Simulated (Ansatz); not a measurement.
Ansatz (a first-principles code) input for SeFCl, SMILES [Se](Cl)F, r2SCAN-D4/def2-TZVP. 

Ansatz 0.2 input:
```yaml
crystal:
  periodic: [false, false, false]
  atoms:
    - {symbol: Se, position_ang: [0.44451310, 0.43948021, 0.00000000]}
    - {symbol: F, position_ang: [-1.18483041, 1.27033088, -0.00000000]}
    - {symbol: Cl, position_ang: [-0.26176304, -1.55148853, -0.00000000]}
basis:
  gaussian:
    orbitals: def2-TZVP
hamiltonian:
  xc: r2scan
  dispersion: d4
relax: {f_tol: 0.002, max_steps: 200}
```

Log of the run:

```
WARN ansatz: RAYON_NUM_THREADS=1 ignored (pool sized by the plan → 1); use --threads N
Functional definition: r2SCAN
integrals: 0.04 GiB planned
799 factors; their error is unknown
mean field: 0.30 GiB planned
mean field evaluation 1: about -80586.0819 eV, gradient 3.6e1 eV
mean field evaluation 2: about -80564.5305 eV, gradient 1.2e2 eV
mean field evaluation 4: about -80587.8316 eV, gradient 8.6e0 eV
mean field evaluation 8: about -80587.9797 eV, gradient 2.2e-1 eV
mean field evaluation 16: about -80587.9797 eV, gradient 6.0e-6 eV
mean field -80587.97972954 eV, -2961.5536305659 hartree, gradient 8.5e-6 eV, S^2 0.000000; 0 other end points of the search recorded, 0 dependent functions left out
the calculation of the forces begins
reference -80587.97973670 eV, -2961.5536308291 hartree; 30, 30 occupied and 86, 86 virtual orbitals, 799 factors
relax step   1: F+E_penalty+E_count = -80587.99282504 eV  Δ(F+E_penalty+E_count) = +0.000e0 eV  max|allowed force component| = 1.345e0 eV/Å  Δτ_max = 0.0000 Å  (31 SCF iters, accepted)
these checks for a lower state are left out or cut short: starts, cluster_reference, orbital_swaps, neighbouring_geometries, increment
integrals: 0.04 GiB planned
799 factors; their error is unknown
mean field: 0.30 GiB planned
mean field -80588.02856333 eV, -2961.5554251746 hartree, gradient 1.1e-5 eV, S^2 0.000000; 0 other end points of the search recorded, 0 dependent functions left out
the calculation of the forces begins
reference -80588.02857050 eV, -2961.5554254381 hartree; 30, 30 occupied and 86, 86 virtual orbitals, 799 factors
relax step   2: F+E_penalty+E_count = -80588.04164299 eV  Δ(F+E_penalty+E_count) = -4.882e-2 eV  max|allowed force component| = 7.289e-1 eV/Å  Δτ_max = 0.0322 Å  (34 SCF iters, accepted)
these checks for a lower state are left out or cut short: starts, cluster_reference, orbital_swaps, neighbouring_geometries, increment
integrals: 0.04 GiB planned
799 factors; their error is unknown
mean field: 0.30 GiB planned
mean field evaluation 32: about -80588.0470 eV, gradient 2.5e-5 eV
mean field -80588.04696166 eV, -2961.5561013008 hartree, gradient 2.5e-5 eV, S^2 0.000000; 0 other end points of the search recorded, 0 dependent functions left out
the calculation of the forces begins
reference -80588.04696883 eV, -2961.5561015643 hartree; 30, 30 occupied and 86, 86 virtual orbitals, 799 factors
relax step   3: F+E_penalty+E_count = -80588.06006035 eV  Δ(F+E_penalty+E_count) = -1.842e-2 eV  max|allowed force component| = 8.414e-2 eV/Å  Δτ_max = 0.0294 Å  (33 SCF iters, accepted)
these checks for a lower state are left out or cut short: starts, cluster_reference, orbital_swaps, neighbouring_geometries, increment
integrals: 0.04 GiB planned
799 factors; their error is unknown
mean field: 0.30 GiB planned
mean field -80588.04726815 eV, -2961.5561125640 hartree, gradient 2.5e-5 eV, S^2 0.000000; 0 other end points of the search recorded, 0 dependent functions left out
the calculation of the forces begins
reference -80588.04727532 eV, -2961.5561128275 hartree; 30, 30 occupied and 86, 86 virtual orbitals, 799 factors
relax step   4: F+E_penalty+E_count = -80588.06036871 eV  Δ(F+E_penalty+E_count) = -3.084e-4 eV  max|allowed force component| = 7.958e-3 eV/Å  Δτ_max = 0.0037 Å  (35 SCF iters, accepted)
these checks for a lower state are left out or cut short: starts, cluster_reference, orbital_swaps, neighbouring_geometries, increment
integrals: 0.04 GiB planned
799 factors; their error is unknown
mean field: 0.30 GiB planned
mean field -80588.04726845 eV, -2961.5561125752 hartree, gradient 2.5e-5 eV, S^2 0.000000; 0 other end points of the search recorded, 0 dependent functions left out
the calculation of the forces begins
reference -80588.04727562 eV, -2961.5561128387 hartree; 30, 30 occupied and 86, 86 virtual orbitals, 799 factors
relax step   5: F+E_penalty+E_count = -80588.06036900 eV  Δ(F+E_penalty+E_count) = -2.901e-7 eV  max|allowed force component| = 5.160e-3 eV/Å  Δτ_max = 0.0006 Å  (35 SCF iters, accepted)
these checks for a lower state are left out or cut short: starts, cluster_reference, orbital_swaps, neighbouring_geometries, increment
integrals: 0.04 GiB planned
799 factors; their error is unknown
mean field: 0.30 GiB planned
mean field -80588.04726978 eV, -2961.5561126242 hartree, gradient 2.5e-5 eV, S^2 0.000000; 0 other end points of the search recorded, 0 dependent functions left out
the calculation of the forces begins
reference -80588.04727695 eV, -2961.5561128877 hartree; 30, 30 occupied and 86, 86 virtual orbitals, 799 factors
relax step   6: F+E_penalty+E_count = -80588.06037040 eV  Δ(F+E_penalty+E_count) = -1.397e-6 eV  max|allowed force component| = 2.960e-5 eV/Å  Δτ_max = 0.0003 Å  (35 SCF iters, accepted)
integrals: 0.04 GiB planned
799 factors; their error is unknown
mean field: 0.30 GiB planned
mean field evaluation 64: about -80588.0473 eV, gradient 2.5e-5 eV
mean field -80588.04726978 eV, -2961.5561126242 hartree, gradient 2.5e-5 eV, S^2 0.000000; 1 other end points of the search recorded, 0 dependent functions left out
the calculation of the forces begins
reference -80588.04727695 eV, -2961.5561128877 hartree; 30, 30 occupied and 86, 86 virtual orbitals, 799 factors
Total energy: -80588.06037757 eV, -2961.5565943264 hartree
Atom 0 at     0.407001     0.464325     0.000000 Å, force    -0.000020     0.000006    -0.000000 eV/Å
Atom 1 at    -1.151896     1.265863     0.000000 Å, force     0.000025    -0.000030     0.000000 eV/Å
Atom 2 at    -0.257185    -1.571866    -0.000000 Å, force    -0.000005     0.000023    -0.000000 eV/Å
Dipole moment:     0.303403     0.005480     0.000000 e Å
```

Self-consistency was reached.
